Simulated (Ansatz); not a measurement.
Ansatz (a program for electronic structure) input (CAM-B3LYP/def2-TZVPD):

Ansatz 0.2 input:
```yaml
crystal:
  periodic: [false, false, false]
  atoms:
    - {symbol: F, position_ang: [-1.44034730, 1.69537600, 0.04323612]}
    - {symbol: Ga, position_ang: [-0.73270383, 0.10474354, 0.00924704]}
    - {symbol: F, position_ang: [-1.85822761, -1.22382885, -0.00160668]}
    - {symbol: Br, position_ang: [1.49717122, -0.21402783, -0.01889495]}
basis:
  gaussian:
    orbitals: def2-TZVPD
hamiltonian:
  xc: {name: CAM-B3LYP}
magnetization: {spin_polarized: true, initial_magnetization: 2}
```

End of the output:

```
1260 factors; their error is unknown
integrals: 0.22 GiB planned
283 factors; integrals over basis functions are off by at most 2.7e-4 eV
0.28 GiB of the device are held for the grids
1.98 GiB of device memory are held for the factors and their scratch space
mean field: 1.03 GiB planned
mean field evaluation 1: about -127857.5970 eV, gradient 4.5e1 eV
mean field evaluation 2: about -127826.6456 eV, gradient 1.0e2 eV
mean field evaluation 4: about -127864.0130 eV, gradient 5.3e0 eV
mean field evaluation 8: about -127864.0748 eV, gradient 2.0e-1 eV
mean field evaluation 16: about -127864.4482 eV, gradient 1.6e-3 eV
mean field evaluation 32: about -127864.4290 eV, gradient 1.5e0 eV
mean field -127864.44822777 eV, -4698.9318027348 hartree, gradient 6.3e-6 eV, S^2 2.004787; 2 other end points of the search recorded, 0 dependent functions left out
reference -127864.44835331 eV, -4698.9318073483 hartree; 43, 41 occupied and 148, 150 virtual orbitals, 1260 factors
Total energy: -127864.44835331 eV, -4698.9318073483 hartree
```

This state (charge 0, triplet) is run at the relaxed geometry of the species with charge 0 and multiplicity 1, and is a spin state other than that species' own.
